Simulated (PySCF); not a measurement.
C4H10O2, SMILES COCCOC.

Geometry: PBE-D3(BJ)/def2-SVP. The values are those of a single conformer.

Two levels are set side by side: PBE/def2-TZVP (PySCF) and M06-2X/def2-TZVP (PySCF). Same geometry, gas phase. Differences are taken from unrounded values.

| quantity | M06-2X |
|---|---|
| orbital gap (eV) | 10.89 |
| highest occupied level (eV) | -8.90 |
| lowest empty level (eV) | 1.99 |
| dipole moment (D) | 1.40 |
| mean polarisability (bohr³) | 60.8 |

Question: What does PBE give, and how far is it from M06-2X? (Estimate from the structure and the level; the computed values follow.)

Answer: 
| quantity | PBE | PBE minus M06-2X |
|---|---|---|
| orbital gap (eV) | 6.18 | -4.71 |
| highest occupied level (eV) | -5.70 | 3.19 |
| lowest empty level (eV) | 0.48 | -1.52 |
| dipole moment (D) | 1.17 | -0.23 |
| mean polarisability (bohr³) | 65.0 | 4.1 |

PBE's occupied levels lie high since its potential decays too fast outside the molecule; exact exchange lowers them and widens the gap. PBE's more diffuse valence density responds more strongly to a field. Differences between two approximate levels are no errors against the true value.

Rough cost on one machine, each run with all the roots and properties that it gave: M06-2X against PBE about 4 times.
